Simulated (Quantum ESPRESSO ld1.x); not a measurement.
Pb2+, 80 electrons, occupied as [Hg].

Method: non-relativistic Kohn-Sham, LDA (Slater exchange, VWN5 correlation), spin-polarised, spherical densities, point nucleus; relativity is left out, which matters for an element this heavy; computed with ld1.x of Quantum ESPRESSO 7.5.

Energy parts (hartree):
part                       energy
total                 -19518.2347
kinetic                19511.9444
electron-nucleus      -46409.5027
Hartree                 7732.8974
exchange-correlation    -353.5737

Orbitals (lengths in bohr, moments of r in powers of bohr):
| orbital | occ. | eigenvalue (hartree) | <r^4> |
|---|---|---|---|
| 1s | 2 | -2901.69 | 5.228e-07 |
| 2s | 2 | -489.453 | 0.00008354 |
| 2p | 6 | -471.488 | 0.00005214 |
| 3s | 2 | -117.136 | 0.002804 |
| 3p | 6 | -108.559 | 0.002465 |
| 3d | 10 | -92.4989 | 0.001623 |
| 4s | 2 | -26.3618 | 0.06046 |
| 4p | 6 | -22.5990 | 0.06436 |
| 4d | 10 | -15.6384 | 0.07366 |
| 4f | 14 | -6.20084 | 0.1063 |
| 5s | 2 | -4.81339 | 1.464 |
| 5p | 6 | -3.54791 | 2.030 |
| 5d | 10 | -1.50481 | 5.856 |
| 6s | 2 | -0.89737 | 62.02 |

The highest occupied level is 6s at -24.419 eV. Virial ratio -V/T = 2.00032.
